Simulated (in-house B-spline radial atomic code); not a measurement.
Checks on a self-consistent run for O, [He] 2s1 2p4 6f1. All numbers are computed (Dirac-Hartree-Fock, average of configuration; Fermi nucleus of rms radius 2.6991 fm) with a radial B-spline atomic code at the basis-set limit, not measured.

```tsv
orbital	q	ε (Eh)	<1/r>	<r²>	small-component weight
1s1/2	2	-21.36757	7.64988	0.0532149	0.00077754
2s1/2	1	-1.89341	1.34001	1.38382	9.3196e-05
2p1/2	1.3333	-1.16824	1.2033	1.55733	7.8308e-05
2p3/2	2.6667	-1.16659	1.20155	1.56071	7.8179e-05
6f5/2	0.42857	-0.01389	0.0277815	2609.74	3.699e-07
6f7/2	0.57143	-0.01389	0.0277815	2609.75	3.699e-07
```

Electron-electron repulsion V_ee = 24.3595 hartree.

Q: What total energy follows from the eigenvalues?

A: The eigenvalues count the repulsion twice, so E = Σqε - V_ee = -49.311 - 24.360 = -73.671 hartree; the run printed -73.671.

Q: Does the Dirac virial theorem hold?

A: For a point nucleus E = -2c²Σq·w, with w the small-component weight. Here Σq·w = 0.0019615 and c = 137.0360, so the ratio E/(-2c²Σq·w) is 1.000000.

Q: What diamagnetic shielding (Lamb formula) and susceptibility (Langevin formula) do the radii give?

A: σ = (α²/3)Σq<1/r> = 21.4761/(3·137.036²) = 381.21 ppm, and χ = -0.79199×10⁻⁶·Σq<r²> = -2073×10⁻⁶ cm³/mol with Σq<r²> = 2617.5 bohr². Both are non-relativistic formulas without the paramagnetism of open shells.
